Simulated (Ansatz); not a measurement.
One geometry of Au3S⁺, several levels of theory.

```yaml
crystal:
  periodic: [false, false, false]
  atoms:
    - {symbol: Au, position_ang: [0.805045, 1.189650, 1.066162]}
    - {symbol: Au, position_ang: [-0.734865, -1.204950, -1.099349]}
    - {symbol: Au, position_ang: [-1.634874, 0.446765, 0.667793]}
    - {symbol: S, position_ang: [1.564694, -0.431455, -0.634614]}
basis:
  gaussian: {orbitals: def2-TZVP, initial_orbitals: start.molden}
total_charge: 1
magnetization: {spin_polarized: true, initial_magnetization: 4}
hamiltonian: {xc: pbe, dispersion: d4}
scf: {omitted_lower_state_checks: [starts]}
output: {orbitals: {seedname: orbitals}}
```

The file start.molden holds the orbitals of an earlier run on this structure, at another level or in another basis.

```sh
$ ansatz run in.yaml --threads 4 --pin off --events-out ev --progress --plain --max-ram 3916MiB
```

It prints (some lines left out):

```
Functional definition: PBE
1335 factors; their error is unknown
mean field evaluation 1: about -21906.5427 eV, gradient 7.9e0 eV
mean field evaluation 2: about -21906.7442 eV, gradient 3.3e-1 eV
mean field evaluation 4: about -21906.7388 eV, gradient 4.8e-2 eV
mean field evaluation 8: about -21906.7388 eV, gradient 2.6e-5 eV
mean field -21906.73883632 eV, -805.0578033140 hartree, gradient 2.6e-5 eV, S^2 6.006731; 0 other end points of the search recorded, 0 dependent functions left out
reference -21906.73888564 eV, -805.0578051264 hartree; 38, 34 occupied and 119, 123 virtual orbitals, 1335 factors
Total energy: -21906.97291506 eV, -805.0664055490 hartree
Checks for a lower state left out: starts
```

Run time 2.9 s (4 threads of Arm Neoverse V2 on a shared host).

As the first input, with `hamiltonian: {xc: {text: "exchange = 0.85*pbe_x + 0.15*exact_x\ncorrelation = pbe_c"}}` (abridged; 4 s):

```
Functional definition: unnamed
mean field -21904.59959687 eV, -804.9791877139 hartree, gradient 2.0e-5 eV, S^2 6.012059
Total energy: -21904.59963925 eV, -804.9791892716 hartree
Checks for a lower state left out: starts
```

The first input with `hamiltonian: {xc: {name: LC-wPBE}}` (abridged; 9.5 s):

```
Functional definition: LC-wPBE
mean field -21904.73101943 eV, -804.9840174040 hartree, gradient 2.3e-5 eV, S^2 6.039981
Total energy: -21904.73101944 eV, -804.9840174044 hartree
Checks for a lower state left out: starts
```

The first input with `hamiltonian: {xc: {name: wB97X-V}}` (abridged; 33 s):

```
Functional definition: wB97X-V
mean field -21902.12199098 eV, -804.8881373770 hartree, gradient 2.1e-5 eV, S^2 6.027569
Total energy: -21902.12199012 eV, -804.8881373453 hartree
Checks for a lower state left out: starts
```

The first input with `hamiltonian: {xc: {name: BLYP}, dispersion: d4}` (abridged; 3.5 s):

```
Functional definition: BLYP
mean field -21906.76204938 eV, -805.0586563782 hartree, gradient 1.1e-5 eV, S^2 6.005567
Total energy: -21907.24645298 eV, -805.0764578822 hartree
Checks for a lower state left out: starts
```

As the first input, with `hamiltonian: {xc: {text: "exchange = 0.50*pbe_x + 0.50*exact_x\ncorrelation = pbe_c"}}` (abridged; 5.5 s):

```
Functional definition: unnamed
mean field -21900.17195475 eV, -804.8164748675 hartree, gradient 2.7e-5 eV, S^2 6.029863
Total energy: -21900.17198086 eV, -804.8164758268 hartree
Checks for a lower state left out: starts
```

As the first input, with `hamiltonian: {xc: {text: "exchange = 0.65*pbe_x + 0.35*exact_x\ncorrelation = pbe_c"}}` (abridged; 5.5 s):

```
Functional definition: unnamed
mean field -21901.97964660 eV, -804.8829063175 hartree, gradient 2.0e-5 eV, S^2 6.021431
Total energy: -21901.97967981 eV, -804.8829075379 hartree
Checks for a lower state left out: starts
```

Geometry: r2SCAN-D4/def2-SVP.

In the def2 sets Au takes a core potential; there is no spin–orbit coupling. LC-ωPBE has ω = 0.4 bohr⁻¹. At PBE0-D4/def2-TZVP a singlet of charge 1 lies 3.66 eV below the quintet, each at its own geometry. The structure comes from a short search, and lower isomers may exist.
